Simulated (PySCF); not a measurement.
Ge(H)(SH) (GeH₂S), SMILES [SH][GeH] (connectivity only; charge and spin as stated), neutral, multiplicity 1. Coordinates come from a PBE0-D3(BJ)/def2-TZVP optimisation.

TDA-CAM-B3LYP/def2-TZVPD (PySCF) puts the lowest singlet excitations at 3.24, 4.94, 4.99, 5.97, 6.30, 6.56 eV.

Problem. What are the lowest excitation roots from ADC(2)/aug-cc-pVDZ (PySCF 2.14.0)? (The exact figures need the calculation; the answer reports its results.)

Solution. 3.27, 4.60, 5.32, 5.82, 6.18, 6.47 eV. S1 differs by 0.03 eV (second minus first; roots are paired by order, and the bases may differ).
